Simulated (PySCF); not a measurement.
SCF from a fresh guess for singlet Re2Se, at the PBE0 minimum. PySCF input:

```python
from pyscf import gto, scf, dft
mol = gto.M(atom='''
Se    -0.000000     0.000000     0.000000
Re     0.000000     0.000000     2.156800
Re    -0.000000    -0.000000    -2.156800''',
    basis={'Se': 'def2-TZVP', 'Re': 'def2-TZVP'},
    ecp={'Re': 'def2-TZVP'},
    charge=0, spin=0)
mf = dft.RKS(mol, xc='PBE')
mf.grids.atom_grid = (50, 194)
aux = {'Se': 'def2-universal-JKFIT', 'Re': 'def2-universal-JKFIT'}
mf = mf.density_fit(auxbasis=aux)
mf.conv_tol = 1e-08
mf.diis_space = 10
mf.max_cycle = 60
mf.init_guess = 'minao'
mf.verbose = 4
mf.kernel()
```

Excerpt of the output (cycles and frontier levels); where DIIS stalls, ADIIS, DIIS with a small level shift and a second-order solver take over in turn:

```
init E= -2519.87220123316
  HOMO = -0.450142322050542  LUMO = -0.447138710411985  gap/eV = 0.08173
cycle= 1 E= -2557.34574315764  delta_E= -37.5  |g|= 0.963  |ddm|= 13.7
cycle= 2 E= -2554.47587852558  delta_E= 2.87  |g|= 3.14  |ddm|= 3.96
  HOMO = -0.13552730643327  LUMO = -0.133146265736672  gap/eV = 0.06479
cycle= 3 E= -2557.57584778168  delta_E= -3.1  |g|= 0.377  |ddm|=    3
  HOMO = -0.190486542833972  LUMO = -0.188732044719332  gap/eV = 0.04774
cycle= 4 E= -2557.56293723157  delta_E= 0.0129  |g|= 0.399  |ddm|= 1.08
  HOMO = -0.159761426758563  LUMO = -0.154963631606805  gap/eV = 0.13055
cycle= 5 E= -2556.42966685054  delta_E= 1.13  |g|= 2.04  |ddm|= 1.36
  HOMO = -0.15931448451323  LUMO = -0.15555965400175  gap/eV = 0.10217
cycle= 6 E= -2556.63375783894  delta_E= -0.204  |g|= 1.94  |ddm|= 1.88
  HOMO = -0.160422378482017  LUMO = -0.157195157798727  gap/eV = 0.08782
cycle= 7 E= -2556.79495230147  delta_E= -0.161  |g|= 1.83  |ddm|= 0.126
... 21 lines left out ...
cycle= 18 E= -2557.60448271225  delta_E= -1.81e-06  |g|= 0.000974  |ddm|= 0.000912
  HOMO = -0.1642585251997  LUMO = -0.162171672219569  gap/eV = 0.05679
cycle= 19 E= -2557.60448286041  delta_E= -1.48e-07  |g|= 0.000332  |ddm|= 0.000513
  HOMO = -0.164258348813972  LUMO = -0.162171494123541  gap/eV = 0.05679
cycle= 20 E= -2557.60448287981  delta_E= -1.94e-08  |g|= 7.26e-06  |ddm|= 0.000127
  HOMO = -0.164258449704787  LUMO = -0.162171596022575  gap/eV = 0.05679
cycle= 21 E= -2557.60448287963  delta_E= 1.78e-10  |g|= 3.29e-05  |ddm|= 1.01e-05
  HOMO = -0.164258474573277  LUMO = -0.162171559631722  gap/eV = 0.05679
Extra cycle  E= -2557.60440144586  delta_E= 8.14e-05  |g|= 0.0215  |ddm|= 0.00836
SCF not converged.
init E= -2519.87220123316
  HOMO = -0.450142322050413  LUMO = -0.447138710412133  gap/eV = 0.08173
cycle= 1 E= -2557.34574315763  delta_E= -37.5  |g|= 0.963  |ddm|= 13.7
cycle= 2 E= -2554.47587852559  delta_E= 2.87  |g|= 3.14  |ddm|= 3.96
  HOMO = -0.137020911987428  LUMO = -0.135471111950055  gap/eV = 0.04217
cycle= 3 E= -2557.30630796772  delta_E= -2.83  |g|= 1.03  |ddm|= 2.12
  HOMO = -0.158563444618835  LUMO = -0.156377941828134  gap/eV = 0.05947
cycle= 4 E= -2557.60134414172  delta_E= -0.295  |g|= 0.148  |ddm|= 1.24
  HOMO = -0.1738280326598  LUMO = -0.168939721824502  gap/eV = 0.13302
cycle= 5 E= -2556.28421996845  delta_E= 1.32  |g|= 2.11  |ddm|= 1.31
  HOMO = -0.173593552260226  LUMO = -0.168455451417471  gap/eV = 0.13981
cycle= 6 E= -2556.26456970493  delta_E= 0.0197  |g|= 2.12  |ddm|= 2.07
  HOMO = -0.166802756848796  LUMO = -0.164851815520429  gap/eV = 0.05309
cycle= 7 E= -2557.59612889927  delta_E= -1.33  |g|= 0.207  |ddm|=  1.3
... 17 lines left out ...
cycle= 16 E= -2557.60432510778  delta_E= -0.01  |g|= 0.0283  |ddm|= 0.0865
  HOMO = -0.164495680805925  LUMO = -0.162415057377525  gap/eV = 0.05662
cycle= 17 E= -2557.60423251541  delta_E= 9.26e-05  |g|= 0.0375  |ddm|= 0.0305
  HOMO = -0.16418915626173  LUMO = -0.162097890202845  gap/eV = 0.05691
cycle= 18 E= -2557.60061605763  delta_E= 0.00362  |g|= 0.148  |ddm|= 0.0726
  HOMO = -0.164106434213659  LUMO = -0.162015596981062  gap/eV = 0.05689
cycle= 19 E= -2557.60447637192  delta_E= -0.00386  |g|= 0.00554  |ddm|= 0.0562
  HOMO = -0.164371230241587  LUMO = -0.162286584397696  gap/eV = 0.05673
cycle= 20 E= -2557.60383360526  delta_E= 0.000643  |g|= 0.0607  |ddm|= 0.0229
SCF not converged.
init E= -2557.60383360526
  HOMO = -0.16570776296734  LUMO = -0.0600380022740072  gap/eV = 2.87542
cycle= 1 E= -2557.40157688438  delta_E= 0.202  |g|= 1.08  |ddm|= 0.378
  HOMO = -0.150389421334671  LUMO = -0.0320499432600061  gap/eV = 3.22018
cycle= 2 E= -2545.36931207193  delta_E=   12  |g|= 5.14  |ddm|= 4.42
  HOMO = -0.115831238769049  LUMO = -0.0967649798604541  gap/eV = 0.51882
cycle= 3 E= -2556.25651424574  delta_E= -10.9  |g|= 2.35  |ddm|=  3.6
  HOMO = -0.15386593352924  LUMO = -0.0667740948345107  gap/eV = 2.36989
cycle= 4 E= -2556.74539156477  delta_E= -0.489  |g|= 1.95  |ddm|= 0.47
  HOMO = -0.15851906070627  LUMO = -0.0598568859874874  gap/eV = 2.68473
cycle= 5 E= -2556.84385142787  delta_E= -0.0985  |g|= 1.85  |ddm|= 0.266
  HOMO = -0.162415184812522  LUMO = -0.0666688221633653  gap/eV = 2.60539
cycle= 6 E= -2557.03756891934  delta_E= -0.194  |g|= 1.64  |ddm|= 0.211
  HOMO = -0.159319312390192  LUMO = -0.0631167813713066  gap/eV = 2.61780
... 39 lines left out ...
  HOMO = -0.166630845800874  LUMO = -0.0529130015614873  gap/eV = 3.09442
cycle= 27 E= -2555.23653057763  delta_E= 0.0763  |g|= 2.71  |ddm|= 0.161
  HOMO = -0.165620747688484  LUMO = -0.0516751360871162  gap/eV = 3.10062
cycle= 28 E= -2555.19607054614  delta_E= 0.0405  |g|= 2.71  |ddm|= 0.104
  HOMO = -0.171614178404383  LUMO = -0.0567927127141494  gap/eV = 3.12445
cycle= 29 E= -2555.20338032386  delta_E= -0.00731  |g|= 2.71  |ddm|= 0.123
  HOMO = -0.168134105560978  LUMO = -0.0539676949379579  gap/eV = 3.10663
cycle= 30 E= -2555.17405631046  delta_E= 0.0293  |g|= 2.73  |ddm|= 0.0747
SCF not converged.
  HOMO = -0.357658853692868  LUMO = -0.30015440444101  gap/eV = 1.56478
macro= 0  E= -2557.18293996642  delta_E= -2.00888  |g|= 0.71119  3 KF 15 JK
macro= 1  E= -2557.40008496221  delta_E= -0.217145  |g|= 0.16646  3 KF 18 JK
macro= 2  E= -2557.40446737284  delta_E= -0.00438241  |g|= 0.0153432  4 KF 35 JK
macro= 3  E= -2557.41360813315  delta_E= -0.00914076  |g|= 0.0227645  3 KF 16 JK
macro= 4  E= -2557.41852111689  delta_E= -0.00491298  |g|= 0.0223004  2 KF 7 JK
macro= 5  E= -2557.40374988008  delta_E= 0.0147712  |g|= 0.0811432  4 KF 19 JK
macro= 6  E= -2557.42844301424  delta_E= -0.0246931  |g|= 0.185673  3 KF 18 JK
macro= 7  E= -2557.45181768703  delta_E= -0.0233747  |g|= 0.143671  3 KF 18 JK
macro= 8  E= -2557.46964064578  delta_E= -0.017823  |g|= 0.228102  3 KF 17 JK
macro= 9  E= -2557.4815641303  delta_E= -0.0119235  |g|= 0.0520563  4 KF 19 JK
macro= 10  E= -2557.48082329842  delta_E= 0.000740832  |g|= 0.00616803  4 KF 24 JK
macro= 11  E= -2557.4819742291  delta_E= -0.00115093  |g|= 0.00297788  4 KF 21 JK
macro= 12  E= -2557.48198962969  delta_E= -1.54006e-05  |g|= 0.000208119  5 KF 34 JK
macro= 13  E= -2557.481990134  delta_E= -5.04313e-07  |g|= 0.000282282  4 KF 24 JK
macro= 14  E= -2557.48199018667  delta_E= -5.26643e-08  |g|= 8.96014e-05  2 KF 17 JK
macro= 15  E= -2557.48199022063  delta_E= -3.39614e-08  |g|= 0.000199568  1 KF 7 JK
macro= 16  E= -2557.48199029303  delta_E= -7.23958e-08  |g|= 0.000328395  2 KF 14 JK
macro= 17  E= -2557.48199030441  delta_E= -1.13878e-08  |g|= 0.000563672  1 KF 9 JK
macro= 18  E= -2557.48199030441  delta_E= -4.54747e-13  |g|= 0.00018706  1 KF 2 JK
macro= 19  E= -2557.48199030441  delta_E= 4.54747e-13  |g|= 0.00018706  1 KF 2 JK
macro= 20  E= -2557.48199030441  delta_E= 0  |g|= 0.00018706  1 KF 2 JK
macro= 21  E= -2557.48199030441  delta_E= -4.54747e-13  |g|= 0.00018706  1 KF 2 JK
macro= 22  E= -2557.48199030441  delta_E= 4.54747e-13  |g|= 0.00018706  1 KF 2 JK
macro= 23  E= -2557.48199030441  delta_E= 0  |g|= 0.00018706  1 KF 2 JK
macro= 24  E= -2557.48199030441  delta_E= 0  |g|= 0.00018706  1 KF 2 JK
macro X = 25  E=-2557.48199030441  |g|= 0.00018706  total 63 KF 372 JK
SCF not converged.
```

The run did not converge.

Stability towards spin polarisation was not tested. No spin–orbit coupling is included, which matters more the heavier the element.

The search for the lowest solution, with the stability check, took 110 s on 4 threads of a shared Intel Xeon @ 2.70GHz host, with 128 basis functions; the process peaked at 0.34 GiB.
